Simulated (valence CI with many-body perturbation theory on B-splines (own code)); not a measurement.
**Dy⁵²⁺: key properties**

Calculated by relativistic CI+MBPT: four valence electrons over a frozen Dirac-Fock core [Ne], radial functions for each j: 9 s, 9 p, 8 d, 6 f, 3 g, 1 h, with the one-electron correlation potential Σ1, the two-electron term Σ2, the three-electron term Σ3, Breit, model QED; selected CI, second order for the rest, scaled by the run's own slope (own B-spline code, finite nucleus).

The last digits are not significant, and no measured levels were compared; by estimate large intervals hold to a few tenths of a per cent, small ones and those within an open d or f shell to about a per cent.

Levels are named by their leading jj configuration (3d3/2^4 stands for four electrons in 3d with j = 3/2), which in mixed levels can hold well under half, so a name can repeat and another be missing.

Rates and lifetimes use the calculated energies. Strong lines usually hold to 10 to 20 %, long lifetimes can be off by a factor of two.

Q: What is the ground level?

A: (3s^2 3p1/2^2) J=0, composition 70 % 3s²3p² ³P + 30 % 3s²3p² ¹S.

Q: Where does the other parity begin?

A: At (3s 3p1/2^2 3p3/2) J=2, 338.96 eV.

Q: What is the ionisation energy?

A: 4947.3 eV; NIST lists 4945 ± 4 eV (theoretical).

Q: Name the longest-lived excited levels whose lifetime is computed, and their main decay.

A: (3s^2 3p1/2 3p3/2) J=2 at 206.99 eV lives 1.92 μs, mostly by E2 to (3s^2 3p1/2^2) J=0; (3s^2 3p1/2 3p3/2) J=1 at 198.78 eV lives 19.6 ns, mostly by M1 to (3s^2 3p1/2^2) J=0; (3s^2 3p3/2 3d5/2) J=4 at 646.77 eV lives 18.4 ns, mostly by M1 to (3s^2 3p1/2 3d5/2) J=3.

Q: How well does LS coupling describe the low levels?

A: Among the lowest 20 levels the leading LS term, summed over configurations, holds 58 % on average. For single configurations the figures are 56 % in LS and 93 % in jj coupling. Terms mix most in the J = 2 level at 538.85 eV, where the leading one holds 29 %.
